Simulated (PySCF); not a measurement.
BF$_{3}$ (SMILES FB(F)F), singlet, at a GFN2-xTB geometry; CCSD(T)/cc-pVDZ (PySCF).

The PySCF input:
```python
from pyscf import gto, scf, cc

mol = gto.Mole()
mol.atom = '''
    B    -0.00000000    0.00000000   -0.00000000
    F    -0.00659779    1.30036204   -0.00088081
    F     1.12944220   -0.64446528    0.00325160
    F    -1.12284440   -0.65589676   -0.00237079
'''
mol.basis = 'cc-pvdz'
mol.verbose = 4
mol.build()

mf = scf.RHF(mol)
mf.kernel()

mycc = cc.CCSD(mf, frozen=4)
mycc.kernel()
et = mycc.ccsd_t()
print('E(CCSD(T)) = %.10f' % (mycc.e_tot + et))
```

**Question.** Predict the main parts of the log of this PySCF run.

**Answer.** 
```
PySCF version 2.14.0

[INPUT] verbose = 4
[INPUT] num. atoms = 4
[INPUT] num. electrons = 32
[INPUT] charge = 0
[INPUT] spin (= nelec alpha-beta = 2S) = 0
[INPUT] symmetry False subgroup None
[INPUT] Mole.unit = angstrom
[INPUT] Symbol           X                Y                Z      unit          X                Y                Z       unit  Magmom
[INPUT]  1 B      0.000000000000   0.000000000000   0.000000000000 AA    0.000000000000   0.000000000000   0.000000000000 Bohr   0.0
[INPUT]  2 F     -0.006597790000   1.300362040000  -0.000880810000 AA   -0.012468016127   2.457328118381  -0.001664489668 Bohr   0.0
[INPUT]  3 F      1.129442200000  -0.644465280000   0.003251600000 AA    2.134336431526  -1.217862875991   0.006144633467 Bohr   0.0
[INPUT]  4 F     -1.122844400000  -0.655896760000  -0.002370790000 AA   -2.121868396502  -1.239465242390  -0.004480143799 Bohr   0.0

nuclear repulsion = 112.029202290504
number of shells = 20
number of NR pGTOs = 104
number of NR cGTOs = 56
basis = cc-pvdz
ecp = {}

******** <class 'pyscf.scf.hf.RHF'> ********
method = RHF
initial guess = minao
damping factor = 0
level_shift factor = 0
DIIS = <class 'pyscf.scf.diis.CDIIS'>
diis_start_cycle = 1
diis_space = 8
diis_damp = 0
SCF conv_tol = 1e-09
SCF conv_tol_grad = None
SCF max_cycles = 50
direct_scf = True
direct_scf_tol = 1e-13
Set gradient conv threshold to 3.16228e-05
Initial guess from minao.
init E= -323.64276979172
  HOMO = -0.63819203933829  LUMO = 0.119880780820792  gap/eV = 20.62821
cycle= 1 E= -323.112643234317  delta_E= 0.53  |g|= 0.682  |ddm|= 1.86
  HOMO = -0.615015752954077  LUMO = 0.154056225406138  gap/eV = 20.92751
cycle= 2 E= -323.182836090721  delta_E= -0.0702  |g|= 0.341  |ddm|= 0.693
  HOMO = -0.665081191153247  LUMO = 0.17660389292502  gap/eV = 22.90342
cycle= 3 E= -323.200577567034  delta_E= -0.0177  |g|= 0.0402  |ddm|= 0.182
  HOMO = -0.654199317347696  LUMO = 0.18515924793217  gap/eV = 22.84011
cycle= 4 E= -323.200928324104  delta_E= -0.000351  |g|= 0.00702  |ddm|= 0.0324
  HOMO = -0.656114287045983  LUMO = 0.184098194022524  gap/eV = 22.86335
cycle= 5 E= -323.200945128482  delta_E= -1.68e-05  |g|= 0.00106  |ddm|= 0.00857
  HOMO = -0.65637002135625  LUMO = 0.184003268203609  gap/eV = 22.86772
cycle= 6 E= -323.200945647899  delta_E= -5.19e-07  |g|= 0.000184  |ddm|= 0.00134
  HOMO = -0.656402129892813  LUMO = 0.184036798108335  gap/eV = 22.86951
cycle= 7 E= -323.200945664233  delta_E= -1.63e-08  |g|= 2.81e-05  |ddm|= 0.000224
  HOMO = -0.656405515357835  LUMO = 0.184037935529762  gap/eV = 22.86963
cycle= 8 E= -323.200945664618  delta_E= -3.86e-10  |g|= 3.85e-06  |ddm|= 4.47e-05
  HOMO = -0.65640555274169  LUMO = 0.18403809870771  gap/eV = 22.86964
Extra cycle  E= -323.200945664624  delta_E= -5.8e-12  |g|= 1.57e-06  |ddm|= 4.3e-06
converged SCF energy = -323.200945664624

******** <class 'pyscf.cc.ccsd.CCSD'> ********
CC2 = 0
CCSD nocc = 12, nmo = 52
frozen orbitals 4
max_cycle = 50
direct = 0
conv_tol = 1e-07
conv_tol_normt = 1e-05
diis_space = 6
diis_start_cycle = 0
diis_start_energy_diff = 1e+09
Init t2, MP2 energy = -323.836636779349  E_corr(MP2) -0.635691114724995
Init E_corr(CCSD) = -0.635691114725791
cycle = 1  E_corr(CCSD) = -0.628144108314763  dE = 0.00754700641  norm(t1,t2) = 0.0561052
cycle = 2  E_corr(CCSD) = -0.640453193471191  dE = -0.0123090852  norm(t1,t2) = 0.0154197
cycle = 3  E_corr(CCSD) = -0.64037449227598  dE = 7.87011952e-05  norm(t1,t2) = 0.00851576
cycle = 4  E_corr(CCSD) = -0.642015658955262  dE = -0.00164116668  norm(t1,t2) = 0.00325162
cycle = 5  E_corr(CCSD) = -0.641947875837733  dE = 6.77831175e-05  norm(t1,t2) = 0.00045377
cycle = 6  E_corr(CCSD) = -0.641902469702094  dE = 4.54061356e-05  norm(t1,t2) = 0.000152141
cycle = 7  E_corr(CCSD) = -0.641902605765421  dE = -1.36063327e-07  norm(t1,t2) = 2.71858e-05
cycle = 8  E_corr(CCSD) = -0.641903848041228  dE = -1.24227581e-06  norm(t1,t2) = 6.80802e-06
cycle = 9  E_corr(CCSD) = -0.641903898898347  dE = -5.08571194e-08  norm(t1,t2) = 2.13277e-06
CCSD converged
E(CCSD) = -323.8428495635225  E_corr = -0.641903898898347
CCSD(T) correction = -0.0106974895937478
E(CCSD(T)) = -323.8535470531
```
